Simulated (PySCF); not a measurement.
Electronic structure of Ge (germanium, neutral) at the UHF level

Configuration: [Ar] 3d10 4s2 4p2, high-spin 3P determinant. Computed with PySCF 2.14 in Sapporo-DKH3-DZP-2012 (6s5p3d1f, 43 functions), with scalar relativity by spin-free X2C-1e.

```
Total energy                                                  : -2097.005729 hartree
One-electron energy                                           : -2922.5495 hartree
Hartree (Coulomb) energy                                      : 904.1297 hartree
Exchange energy                                               : -78.5859 hartree
⟨S²⟩                                                          : 2.0101
⟨L²⟩                                                          : 2.028
Sum of ⟨r⟩                                                    : 24.07 bohr
Sum of ⟨r²⟩                                                   : 41.03 bohr²
Traceless quadrupole moment −½Σ⟨3z² − r²⟩ along its main axis : 3.83 e·bohr²
Langevin diamagnetic susceptibility                           : -32.5 ×10⁻⁶ cm³/mol
Time after the integrals                                      : 0.27 s of wall time on 1 thread of Neoverse-N1 (shared host)
```

```
shell  electrons  mean orbital energy (hartree)  spread (hartree)  rms radius, mean of both spins (bohr)
 1s α          1                     -410.82175                 0                                 0.0542
 1s β          1                     -410.81804                 0                                 0.0542
 2s α          1                      -53.43100                 0                                  0.227
 2s β          1                      -53.43037                 0                                  0.227
 2p α          3                      -46.53285           0.00115                                  0.203
 2p β          3                      -46.52950           0.00381                                  0.203
 3s α          1                       -7.40636                 0                                  0.668
 3s β          1                       -7.40021                 0                                  0.668
 3p α          3                       -5.21397           0.00118                                  0.701
 3p β          3                       -5.20471           0.01406                                  0.701
 3d α          5                       -1.60191           0.00882                                  0.816
 3d β          5                       -1.59745           0.01458                                  0.816
 4s α          1                       -0.64224                 0                                   2.36
 4s β          1                       -0.49284                 0                                   2.36
 4p α          2                       -0.28965                 0                                   3.09
```

Densities and radii are taken from the X2C orbitals without a picture-change correction, which distorts them close to the nucleus.
